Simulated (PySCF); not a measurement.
# Distorted geometries of [Ir3]−

[Ir3]− (triplet). PySCF 2.14.0, UKS TPSS, Ir def2-SVP with ECP60; non-relativistic Hamiltonian with scalar-relativistic core potentials where named; density fitting; no spin-orbit coupling. Relaxed geometry:

```xyz
3

Ir    1.3566    0.0101    0.0000
Ir   -0.6696    1.2322    0.0000
Ir   -0.6870   -1.2424    0.0000
```

Order these distorted geometries by energy above the relaxed one, lowest first.
A.
```xyz
3

Ir    1.3925    0.0461    0.1494
Ir   -0.6434    1.2301   -0.0865
Ir   -0.7491   -1.2762   -0.0629
```
B.
```xyz
3

Ir    1.2376    0.1540    0.1213
Ir   -0.6847    1.1420    0.0680
Ir   -0.5529   -1.2961   -0.1892
```
C.
```xyz
3

Ir    1.3976   -0.0190    0.0514
Ir   -0.7038    1.2932   -0.0461
Ir   -0.6938   -1.2742   -0.0053
```

A (0.19 eV), C (0.24 eV), B (0.67 eV).

Which forces (eV/Å) act in the one that lies 0.67 eV up?


```
Ir   6.47 -1.81  0.35
Ir  -5.34  2.75 -0.15
Ir  -1.13 -0.94 -0.20
```
Forces carry noise of the integration grid, about 0.01 to 0.03 eV/Å.

The relaxed state isn't the lowest spin state tried at its geometry. No frequency check is given that shows the relaxed geometry to be a minimum. The relaxed state is spin-contaminated (spin squared 3.13 against 2.00). Open shells may have lower solutions than the one found.
